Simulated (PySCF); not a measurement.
Ionisation energy of Br²⁺ by level of theory

Br²⁺ [Ar] 3d10 4s2 4p3 (4S) → Br³⁺ [Ar] 3d10 4s2 4p2 (3P), as a difference of total energies. Computed with PySCF 2.14 in x2c-TZVPPall with one added diffuse shell each of s, p, d type (7s6p5d1f, 57 functions), with scalar relativity by spin-free X2C-1e. Correlated levels: valence and next inner shell: [Ne] frozen. The calculations carry no spin-orbit coupling.

```json
{"method": "UHF", "ionisation energy (eV)": "34.646"}
{"method": "MP2 (valence and next inner shell)", "ionisation energy (eV)": "35.247"}
{"method": "SCS-MP2 (valence and next inner shell)", "ionisation energy (eV)": "35.064"}
{"method": "CCSD (valence and next inner shell)", "ionisation energy (eV)": "35.174"}
{"method": "CCSD(T) (valence and next inner shell)", "ionisation energy (eV)": "35.203"}
```

A first-order spin-orbit estimate (lowest level to lowest level, LS coupling) adds -0.424 eV.

Errors of the correlated levels include the incompleteness of this basis and the frozen core.

Question: Which method comes closest to the reference value, and which is furthest?

Answer: The reference is 34.871 ± 0.019 eV (measured; NIST Atomic Spectra Database, ionization energies). Closest: MP2 (valence and next inner shell) (error -0.048 eV); furthest: UHF (error -0.648 eV), both after the spin-orbit estimate.
